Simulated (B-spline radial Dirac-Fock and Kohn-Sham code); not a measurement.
# Binding energies of Pd⁴⁺ in different valence configurations

These are calculated numbers from an atomic code on a B-spline grid; the model is relaxed Dirac-Fock hole states (ΔSCF) with Breit and QED corrections and a finite nucleus. Electron correlation is not included.

Reference: the tabulated ground configuration [Kr] 4d6, with 1s 24421.4 eV, 2p1/2 3403.7 eV, 2p3/2 3246.5 eV, 3d5/2 405.9 eV, 4p1/2 123.6 eV, 4d 64.01 eV, Kα1 21174.9 eV, Kβ1 23815.7 eV, Lα1 2840.7 eV.

Shifts from the reference in eV.

| configuration | average energy | 1s | 2p1/2 | 2p3/2 | 3d5/2 | 4p1/2 | 4d | Kα1 | Kβ1 | Lα1 |
| --- | --- | --- | --- | --- | --- | --- | --- | --- | --- | --- |
| [Kr] 4d4 5s2 | +37.04 | +14.78 | +15.61 | +15.62 | +14.72 | +10.17 | +9.77 | -0.84 | -0.06 | +0.90 |
| [Kr] 4d5 5s1 | +16.80 | +7.17 | +7.62 | +7.63 | +7.22 | +5.06 | +4.84 | -0.46 | -0.11 | +0.41 |
| [Kr] 4d5 5p1 | +25.38 | +8.37 | +8.80 | +8.80 | +8.42 | +6.22 | +5.90 | -0.43 | -0.11 | +0.39 |
